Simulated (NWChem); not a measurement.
All runs are NWChem calculations. System: FISn, charge 1, spin multiplicity 2, at the geometry of a parent with another charge or spin, in a state set for the comparison that need not be this species' ground state. Its SCF solution wasn't tested for a lower state. Level: ROCCSD(T)/def2-SVP with def2 effective core potentials on Sn, I, 9 core orbitals frozen.

Input file:

```
start mol
memory heap 100 mb stack 700 mb global 1900 mb
charge 1
geometry units angstroms nocenter noautoz
  Sn    -0.935559    -0.898772     0.000000
  F      0.360105    -2.374901     0.000000
  I      0.821453     1.251183     0.000000
  symmetry group Cs
end
basis spherical
  * library def2-svp
end
ecp
  Sn library def2-ecp
  I library def2-ecp
end
scf
  rohf
  nopen 1
  maxiter 100
  thresh 1e-7
  semidirect memsize 60000000 filesize 0
  # guess.movecs holds the orbitals of an unrestricted PBE0 run
  vectors input guess.movecs swap 26 28 output mol.movecs
end
tce
  freeze core 9
  ccsd(t)
  2eorb
  2emet 13
  thresh 1e-6
  maxiter 100
  tilesize 24
end
task tce energy
```

Output (cleaned and shortened):

```
             Northwest Computational Chemistry Package (NWChem) 7.3.0
             --------------------------------------------------------

                                NWChem Input Module
                                -------------------

 Scaling coordinates for geometry "geometry" by  1.889725989
 (inverse scale =  0.529177249)

 Turning off AUTOSYM since
 SYMMETRY directive was detected!

                             Geometry "geometry" -> ""
                             -------------------------

 Output coordinates in angstroms (scale by  1.889725989 to convert to a.u.)

  No.       Tag          Charge          X              Y              Z
 ---- ---------------- ---------- -------------- -------------- --------------
    1 Sn                  50.0000    -0.93555900    -0.89877200     0.00000000
    2 F                    9.0000     0.36010500    -2.37490100     0.00000000
    3 I                   53.0000     0.82145300     1.25118300     0.00000000

 Effective nuclear repulsion energy (a.u.)     695.3487268137

            Nuclear Dipole moment (a.u.)
            ----------------------------
        X                 Y               Z
 ---------------- ---------------- ----------------
     0.0000075589    -0.0000188973     0.0000000000

      Symmetry information
      --------------------

 Group name             Cs
 Group number              2
 Group order               2
 No. of unique centers     3

      Symmetry unique atoms

     1    2    3


 Summary of "ao basis" -> "" (spherical)
 ------------------------------------------------------------------------------
       Tag                 Description            Shells   Functions and Types
 ---------------- ------------------------------  ------  ---------------------
 *                          def2-svp                  on all atoms

 Summary of "ao basis" -> "ao basis" (spherical)
 ------------------------------------------------------------------------------
       Tag                 Description            Shells   Functions and Types
 ---------------- ------------------------------  ------  ---------------------
 Sn                         def2-svp                10       26   4s4p2d
 F                          def2-svp                 6       14   3s2p1d
 I                          def2-svp                10       26   4s4p2d

                                 NWChem SCF Module
                                 -----------------

  ao basis        = "ao basis"
  functions       =    66
  atoms           =     3
  closed shells   =    27
  open shells     =     1
  charge          =   1.00
  wavefunction    = ROHF
  use symmetry    = T
  symmetry adapt  = T

 Summary of "ao basis" -> "ao basis" (spherical)
 ------------------------------------------------------------------------------
       Tag                 Description            Shells   Functions and Types
 ---------------- ------------------------------  ------  ---------------------
 Sn                         def2-svp                10       26   4s4p2d
 F                          def2-svp                 6       14   3s2p1d
 I                          def2-svp                10       26   4s4p2d

      Symmetry analysis of basis
      --------------------------

        a'         46
        a"         20

 Forming initial guess at       0.1s

 Swapping ROHF orbitals    26   28

      Symmetry analysis of molecular orbitals - initial
      -------------------------------------------------

  Numbering of irreducible representations:

     1 a'          2 a"

  Orbital symmetries:

     1 a'          2 a'          3 a'          4 a'          5 a'
     6 a"          7 a"          8 a'          9 a'         10 a'
    11 a'         12 a"         13 a"         14 a'         15 a'
    16 a'         17 a"         18 a"         19 a'         20 a'
    21 a'         22 a'         23 a'         24 a'         25 a"
    26 a'         27 a"         28 a'         29 a"         30 a'
    31 a'         32 a'         33 a'         34 a"         35 a"
    36 a'         37 a'         38 a'

 Starting SCF solution at       0.1s

 ----------------------------------------------
         Quadratically convergent ROHF

 Convergence threshold     :          1.000E-07
 Maximum no. of iterations :          100
 Final Fock-matrix accuracy:          1.000E-09
 ----------------------------------------------

              iter       energy          gnorm     gmax       time
             ----- ------------------- --------- --------- --------
                 1     -609.0727015898  5.56D-01  1.71D-01      0.9
                 2     -609.1133731684  2.63D-01  1.13D-01      1.0
                 3     -609.1194200345  1.54D-01  6.78D-02      1.0
                 4     -609.1216913179  1.15D-02  6.25D-03      1.1
                 5     -609.1222829170  4.27D-03  1.13D-03      1.3
                 6     -609.1222856143  8.19D-06  1.98D-06      1.5
                 7     -609.1222856143  9.93D-09  2.60D-09      1.7

       Final ROHF results
       ------------------

         Total SCF energy =   -609.122285614328
      One-electron energy =  -1401.411445920245
      Two-electron energy =    601.547770341278
 Nuclear repulsion energy =    190.741389964639

        Time for solution =      1.6s

       Symmetry analysis of molecular orbitals - final
       -----------------------------------------------

  Numbering of irreducible representations:

     1 a'          2 a"

  Orbital symmetries:

     1 a'          2 a'          3 a'          4 a'          5 a'
     6 a"          7 a"          8 a'          9 a'         10 a'
[...]
           0.000000000000           0.000000000000        2114.480605504827

  Mulliken analysis of the total density
  --------------------------------------

    Atom       Charge   Shell Charges
 -----------   ------   -------------------------------------------------------
    1 Sn  22    20.79   1.60  0.43  1.36  0.46  3.27  2.72  0.63  0.18  9.80  0.34
    2 F    9     9.55   1.99  1.11  0.86  3.29  2.29  0.00
    3 I   25    24.66   1.83  0.22  1.31  0.62  2.93  3.12  2.51  2.09  9.83  0.19

 Mulliken analysis of the open-shell density
 -------------------------------------------

    Atom       Charge   Shell Charges
 -----------   ------   -------------------------------------------------------
    1 Sn  22     0.02  -0.00  0.00  0.01  0.01 -0.00  0.00  0.00 -0.00  0.00  0.00
    2 F    9     0.00   0.00  0.00 -0.00  0.00  0.00 -0.00
    3 I   25     0.98  -0.00  0.00  0.00 -0.00 -0.03  0.04  0.54  0.42  0.00  0.00

       Multipole analysis of the density wrt the origin
       ------------------------------------------------

     L   x y z        total         open         nuclear
     -   - - -        -----         ----         -------
     0   0 0 0      1.000000     -1.000000     56.000000

     1   1 0 0     -1.001747     -1.437125      6.037622
     1   0 1 0      0.922329     -2.200990    -18.646905
     1   0 0 1     -0.000000      0.000000      0.000000

     2   2 0 0    -32.828517     -5.716932    133.174489
     2   1 1 0      6.291824     -2.527763    130.331600
     2   1 0 1      0.000000      0.000000      0.000000
     2   0 2 0    -38.283848     -7.355294    384.493887
     2   0 1 1      0.000000     -0.000000      0.000000
     2   0 0 2    -36.366741     -1.320310      0.000000

                   NWChem Extensible Many-Electron Theory Module
                   ---------------------------------------------


            General Information
            -------------------
      Number of processors :     1
         Wavefunction type : Restricted open-shell Hartree-Fock
          No. of electrons :    55
           Alpha electrons :    28
            Beta electrons :    27
           No. of orbitals :   132
            Alpha orbitals :    66
             Beta orbitals :    66
        Alpha frozen cores :     9
         Beta frozen cores :     9
     Alpha frozen virtuals :     0
      Beta frozen virtuals :     0
         Spin multiplicity : doublet
    Number of AO functions :    66
       Number of AO shells :    26
        Use of symmetry is : on
      Symmetry adaption is : on
         Schwarz screening : 0.10D-09

          Correlation Information
          -----------------------
          Calculation type : Coupled-cluster singles & doubles w/ perturbation
   Perturbative correction : (T)
            Max iterations :      100
        Residual threshold : 0.10D-05
     T(0) DIIS level shift : 0.00D+00
     L(0) DIIS level shift : 0.00D+00
     T(1) DIIS level shift : 0.00D+00
     L(1) DIIS level shift : 0.00D+00
     T(R) DIIS level shift : 0.00D+00
     T(I) DIIS level shift : 0.00D+00
   CC-T/L Amplitude update :  5-th order DIIS
                I/O scheme : Global Array Library
        L-threshold :  0.10D-05
        EOM-threshold :  0.10D-05
 no EOMCCSD initial starts read in
 TCE RESTART OPTIONS
 SLICE:      F
 D4D5:       F
 quantumc:   F
 qrotation:  F
 pwtce:      F
 qducc:      F
 nacto:                         0
 nrotv:                         0
 nrot:                          0

            Memory Information
            ------------------
          Available GA space size is     249028088 doubles
          Available MA space size is     104848476 doubles

 Maximum block size supplied by input
 Maximum block size        24 doubles

 tile_dim =     13

 -------------------------------------------------
   1    alpha     a'    12 doubles       0       1
   2    alpha     a'     1 doubles      12       2
   3    alpha     a"     6 doubles      13       3
   4    beta      a'    12 doubles      19       4
   5    beta      a"     6 doubles      31       5
   6    alpha     a'    13 doubles      37       6
   7    alpha     a'    13 doubles      50       7
   8    alpha     a"    12 doubles      63       8
   9    beta      a'     1 doubles      75       9
  10    beta      a'    13 doubles      76      10
  11    beta      a'    13 doubles      89      11
  12    beta      a"    12 doubles     102      12

 Global array virtual files algorithm will be used

 Parallel file system coherency ......... OK

 4-electron integrals stored in orbital form

 v2    file size   =          1167525
 4-index algorithm nr.  13 is used
 imaxsize =       30
 imaxsize ichop =        0


CCSD iterations
 ---------------------------------------------------------
 Iter          Residuum       Correlation     Cpu    Wall
 ---------------------------------------------------------
    1   0.1447473111271  -0.3746008870491     0.8     0.8
    2   0.0453427477473  -0.3824873645269     0.8     0.8
    3   0.0496612519226  -0.3885927685821     0.8     0.8
    4   0.0618195539112  -0.3907422981158     0.8     0.8
    5   0.1000152615336  -0.3900269968929     0.8     0.8
    6   0.0048866675181  -0.3915378957328     0.8     0.8
    7   0.0073553760064  -0.3913428080187     0.8     0.8
    8   0.0048890385249  -0.3914768764368     0.8     0.8
    9   0.0103537223483  -0.3914122331672     0.8     0.8
   10   0.0105398634213  -0.3916626736468     0.8     0.8
   11   0.0023329293600  -0.3920158532294     0.8     0.8
   12   0.0026094087356  -0.3918619110274     0.8     0.8
   13   0.0016868558898  -0.3918394203247     0.8     0.8
   14   0.0031353970533  -0.3918306798095     0.8     0.8
   15   0.0025622847110  -0.3918531748716     0.8     0.8
   16   0.0010690392328  -0.3918390329312     0.8     0.8
   17   0.0016740008650  -0.3918411982668     0.8     0.8
   18   0.0011250973358  -0.3918873432823     0.8     0.8
   19   0.0025140069248  -0.3918748013901     0.8     0.8
   20   0.0025855595938  -0.3919278412069     0.8     0.8
   21   0.0004040115492  -0.3919942936671     0.8     0.8
   22   0.0005461439411  -0.3919706444981     0.8     0.8
   23   0.0003643101849  -0.3919762784140     0.8     0.8
   24   0.0007101491779  -0.3919692831735     0.8     0.8
   25   0.0006906614782  -0.3919826454567     0.8     0.8
   26   0.0001719018057  -0.3919754311319     0.8     0.8
   27   0.0003078829991  -0.3919791565662     1.0     1.0
   28   0.0001840870404  -0.3919856486127     1.1     1.1
   29   0.0004444845482  -0.3919831338035     0.8     0.8
   30   0.0004517505114  -0.3919933302713     0.8     0.8
   31   0.0000871306652  -0.3919978714113     0.8     0.8
   32   0.0001285063042  -0.3919981691262     0.8     0.8
   33   0.0002079751156  -0.3919982251620     0.8     0.8
   34   0.0007423008511  -0.3919976571127     0.9     0.9
   35   0.0027044612642  -0.3919995529062     0.8     0.8
   36   0.0000436652322  -0.3919981595185     1.0     1.0
   37   0.0000828275445  -0.3919989930632     0.9     0.9
   38   0.0000618866674  -0.3920004816599     0.8     0.8
   39   0.0001782839122  -0.3919999957333     0.8     0.8
   40   0.0004600762381  -0.3920023598520     0.8     0.8
   41   0.0000244922249  -0.3920030748589     0.8     0.8
   42   0.0000472414720  -0.3920030573069     0.8     0.8
   43   0.0000528711704  -0.3920032629416     0.8     0.8
   44   0.0001840036983  -0.3920029089343     0.8     0.8
   45   0.0006476701152  -0.3920038694909     0.8     0.8
   46   0.0000144653815  -0.3920033471784     0.8     0.8
   47   0.0000259181911  -0.3920037201149     0.8     0.8
   48   0.0000220431673  -0.3920042562146     0.8     0.8
   49   0.0000680238782  -0.3920041031131     0.8     0.8
   50   0.0001985157260  -0.3920048164276     0.8     0.8
   51   0.0000081958711  -0.3920050593312     0.8     0.8
   52   0.0000161202120  -0.3920049037275     0.8     0.8
   53   0.0000141918161  -0.3920050532817     0.8     0.8
   54   0.0000471796506  -0.3920048802990     0.8     0.8
   55   0.0001570883992  -0.3920052680676     0.8     0.8
   56   0.0000049680574  -0.3920050488352     0.8     0.8
   57   0.0000088751715  -0.3920052067824     0.8     0.8
   58   0.0000072255288  -0.3920053837034     0.8     0.8
   59   0.0000219142521  -0.3920053293177     0.8     0.8
   60   0.0000624818931  -0.3920055636618     0.8     0.8
   61   0.0000029245702  -0.3920056433954     1.0     1.0
   62   0.0000058361554  -0.3920055747129     1.0     1.0
   63   0.0000044088495  -0.3920056362240     0.8     0.8
   64   0.0000137289910  -0.3920055716737     0.8     0.8
   65   0.0000412705701  -0.3920057177469     0.8     0.8
   66   0.0000018538038  -0.3920056329000     0.8     0.8
   67   0.0000035709738  -0.3920056820732     0.8     0.8
   68   0.0000031481955  -0.3920057529758     0.8     0.8
   69   0.0000087538533  -0.3920057177725     0.8     0.8
   70   0.0000229346027  -0.3920058212223     0.8     0.8
   71   0.0000011422326  -0.3920058417610     0.8     0.8
   72   0.0000024028419  -0.3920058100205     0.8     0.8
   73   0.0000026073250  -0.3920058404135     0.8     0.8
   74   0.0000086742604  -0.3920058092665     0.8     0.8
   75   0.0000294101009  -0.3920058761180     0.8     0.8
   76   0.0000007511008  -0.3920058395187     0.8     0.8
 -----------------------------------------------------------------
 Iterations converged
 CCSD correlation energy / hartree =        -0.392005839518697
 CCSD total energy / hartree       =      -609.514291453846795

 Singles contributions
    28a'  (beta ) ---    27a'  (beta )       -0.2598673752

 Doubles contributions
 CCSD(T)
 Using plain CCSD(T) code
             total no. of tasks          373
 total no. of tasks / no. procs          373
                         wl_min          432           2.7
                         wl_max      3796416          12.5
        thresh for no. of tasks          373

 CCSD[T]  correction energy / hartree =        -0.012518319504720
 CCSD[T] correlation energy / hartree =        -0.404524159023417
 CCSD[T] total energy / hartree       =      -609.526809773351488
 CCSD(T)  correction energy / hartree =        -0.010096258197225
 CCSD(T) correlation energy / hartree =        -0.402102097715922
 CCSD(T) total energy / hartree       =      -609.524387712044017

 Task  times  cpu:       95.7s     wall:       95.7s

 Total times  cpu:       95.7s     wall:       95.7s
```
